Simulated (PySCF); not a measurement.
Mg₂S₂: fields on a plane

These are results of PySCF, PBE0, basis Mg def2-TZVP, S def2-TZVP (no relativity, density fitting), not measurements.

The singlet minimum has Mg–S 2.307 Å (×4); Mg–S–Mg 69.1° (×2), S–Mg–S 110.9° (×2).

The plane holds Mg1 at (0.00, 0.00), Mg2 at (2.62, 0.00), S3 at (1.31, 1.90), S4 at (1.31, -1.90) Å. Columns run from x = -1.95 to 4.95 Å, rows from y = 4.05 (top) to -3.75 Å, in steps of 0.3 Å. Other isomers or separated fragments may lie lower.

**Question.** Give the electron localisation function (set to 0 where the density is under 0.005 e/Å³). Lower edges of the bins: '0' 0.000, '1' 0.091, '2' 0.182, '3' 0.273, '4' 0.364, '5' 0.455, '6' 0.545, '7' 0.636, '8' 0.727, '9' 0.818; top 0.91.

**Answer.** 
```
000000000122110000000000
000000013455432100000000
000000135778765310000000
000001357899987521000000
000012478999998642000000
000013579976898752100000
000124689515079763210000
000245788194649865320000
002467889359169876542000
003567889831499876653000
023321248988897321233000
011000000588740000001000
010005882045305883000000
000028778012019398100000
000028778012019398100000
010005882045305883000000
011000000588740000001000
023321248988897321233000
003567889831499876653000
002467889359169876542000
000245788194649865320000
000124689515079763210000
000013579976898752100000
000012478999998642000000
000001357899987521000000
000000135778765310000000
000000013455432100000000
```

**Question.** Give the lowest empty orbital (Å^-3/2) at -2.64 eV (cut at ±0.3; overall sign arbitrary). Every second row and column.

**Answer.** 
```
 0.01  0.01  0.01  0.01  0.01  0.01  0.01  0.01  0.01  0.01  0.01  0.01
 0.01  0.02  0.02  0.02  0.02  0.03  0.03  0.02  0.02  0.02  0.02  0.01
 0.02  0.03  0.03  0.03  0.04  0.05  0.05  0.03  0.03  0.03  0.03  0.02
 0.04  0.05  0.05  0.04  0.03  0.02  0.03  0.03  0.05  0.05  0.05  0.04
 0.06  0.08  0.09  0.06 -0.03 -0.05 -0.09 -0.01  0.06  0.09  0.08  0.06
 0.09  0.13  0.14  0.09 -0.03 -0.16 -0.15 -0.01  0.10  0.15  0.13  0.09
 0.12  0.18  0.18 -0.01  0.00 -0.07 -0.07  0.01  0.01  0.19  0.17  0.11
 0.13  0.19  0.17 -0.30  0.02 -0.06 -0.05  0.04 -0.30  0.19  0.19  0.12
 0.11  0.16  0.17  0.08 -0.01 -0.11 -0.10  0.00  0.10  0.17  0.15  0.10
 0.08  0.11  0.11  0.07 -0.04 -0.19 -0.17 -0.02  0.08  0.12  0.10  0.07
 0.05  0.06  0.07  0.05  0.00  0.04  0.01  0.01  0.05  0.07  0.06  0.05
 0.03  0.04  0.04  0.04  0.04  0.05  0.05  0.04  0.04  0.04  0.04  0.03
 0.02  0.02  0.02  0.03  0.03  0.04  0.04  0.03  0.03  0.02  0.02  0.02
 0.01  0.01  0.01  0.02  0.02  0.02  0.02  0.02  0.02  0.01  0.01  0.01
```
